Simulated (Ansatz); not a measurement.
Cartesian coordinates in Å:
```
C 1.1267 -0.3878 -1.5211
Al 0.3789 0.4238 0.1041
C -1.3191 1.4102 0.0459
N -0.0873 -1.2139 1.2580
F 1.5159 1.0157 1.2003
H 0.3943 -0.9988 -2.0613
H 1.4646 0.3797 -2.2255
H 1.9958 -1.0227 -1.3165
H -1.6895 1.6759 1.0421
H -1.2092 2.3515 -0.5033
H -2.1136 0.8503 -0.4608
H -0.8114 -1.8097 0.8717
H -0.3927 -0.8974 2.1730
H 0.7465 -1.7770 1.3936
```

The species carries charge 0 and has multiplicity 1.

(1) List the CAM-B3LYP/def2-TZVPP orbital energies in eV (the Gaussian-basis code of Ansatz). (Best estimate.)

## Answers

(1) Ansatz gave: Occupied: -1524.89, -671.15, -393.41, -277.20, -277.20, -112.93, -73.63, -73.54, -73.47, -31.86, -27.92, -20.05, -19.80, -16.92, -16.85, -14.09, -12.74, -12.03, -11.98, -11.73, -11.67, -11.59, -11.43, -9.72, -8.39. Lowest empty: 0.57, 2.13, 2.37, 2.44, 3.24, 3.32, 3.88, 4.43.
